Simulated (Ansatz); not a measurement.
Reaction (hydrogenolysis of the Si–O bond): `O[SiH](F)[O][GeH3]` + H₂ → `F[SiH2][O][GeH3]` + H₂O

Program: Ansatz. Geometries: PBE0-D4/def2-TZVP. ΔE: electronic, gas phase. CCSD(T)/CBS is the MP2 limit (def2-TZVPP, def2-QZVPP) plus CCSD(T) − MP2 in def2-TZVPP, frozen cores. This one scheme is used for every species. Functionals use def2-TZVPP. For Ge outer-core shells are correlated without core-valence functions, which leaves a few kJ/mol of doubt a bond. Scalar relativity is left out up to krypton. One conformer a species, not always the lowest.

(1) Is it downhill or uphill in electronic energy at CCSD(T)/CBS, and by how much? (Best estimate.)

(2) What do these levels give: revPBE-D4, r2SCAN-D4, r2SCAN0-D4, CAM-B3LYP-D4, r2SCAN, CCSD/def2-TZVPP? (An estimate is asked.)

Largest T1 diagnostic among the species: 0.012.

## Answers

(1) The calculation gave: Uphill: ΔE = +1.07 eV.

(2) Computed: revPBE-D4 1.05, r2SCAN-D4 1.15, r2SCAN0-D4 1.13, CAM-B3LYP-D4 1.10, r2SCAN 1.14, CCSD/def2-TZVPP 1.05 eV.

At CCSD(T), def2-SVP lies −0.12 eV from the extrapolated value and def2-TZVPP +0.01 eV. From BLYP to BHLYP (50 % exact exchange), in def2-TZVPP and without D4, ΔE moves by +0.05 eV. Leaving LDA and LC-ωPBE aside and taking each functional with its dispersion term where it has one, the values, not all of them listed here, spread over 0.13 eV, from PBE-D4 to r2SCAN-D4. LDA lies +0.11 eV from PBE without D4.
